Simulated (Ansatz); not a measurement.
Energy profile

The step: Si₂H₄Cl₂ ([SiH3][SiH]([Cl])[Cl]) + HCl + H₂O → SiHCl₃ ([Cl][SiH]([Cl])[Cl]) + SiH₄ + H₂O; bonds formed: Si1–Cl7, Si2–H8, H6–O9; bonds broken: Si1–Si2, H6–Cl7, H8–O9 (atoms numbered as in the saddle structure below).

```xyz
13
angstrom
Si -1.3768 -0.1786 -0.0686
Si 0.7953 0.4289 -1.1795
Cl -1.4501 -1.5208 -1.7449
Cl -2.9058 1.0499 -0.6672
H -1.6581 -1.1786 0.9720
H 0.5410 -0.0509 1.9932
Cl -0.7967 1.3409 1.6237
H 0.5981 -0.4964 0.4052
O 1.0559 -0.7985 1.5517
H 1.8176 1.2570 -0.4762
H -0.0659 1.3255 -1.9875
H 1.4522 -0.6153 -1.9974
H 1.9932 -0.5629 1.5754
```

Electronic energies by CCSD(T) at an estimated basis limit (MP2 extrapolated from triple and quadruple zeta, plus CCSD(T) − MP2 in triple zeta), on PBE0-D4/def2-TZVP structures; Si2H7Cl3O, singlet; no counterpoise correction. Computed with Ansatz 0.2.0 (basis: def2-TZVPP and def2-QZVPP); correlated methods freeze the cores. Extrapolation: Hartree–Fock as exp(−7.88 √X), correlation as X^−2.97.

Give the profile in kJ/mol, counted from the separated reactants. (An estimate is asked for; the value comes from the calculation.)

Computed:
| point | kJ/mol |
| --- | --- |
| separated: Si2H4Cl2 (linked as [SiH3][SiH]([Cl])[Cl]; Si1, Si2, Cl3, Cl4, H5, H10, H11, H12; singlet) + HCl (H6, Cl7; singlet) + H2O (H8, O9, H13; singlet) | 0.0 |
| start structure | -35.3 |
| saddle | 155.7 |
| end structure | -118.3 |
| separated: SiHCl3 (linked as [Cl][SiH]([Cl])[Cl]; Si1, Cl3, Cl4, H5, Cl7; singlet) + SiH4 (Si2, H8, H10, H11, H12; singlet) + H2O (H6, O9, H13; singlet) | -97.1 |

The T1 diagnostic stays at or below 0.012.

For scale, one of the runs: CCSD(T)/def2-TZVPP, 339 basis functions, launched by `ansatz run in.yaml --threads 4 --pin off --events-out ev --progress --plain --max-ram 66560MiB --backend cuda --devices 0, --max-vram 37GiB`. Time: 15 s of wall clock on 4 CPU threads of an AMD EPYC 7R13 and a share of one NVIDIA H100; the host was shared. Peak host memory: 0.87 GiB.
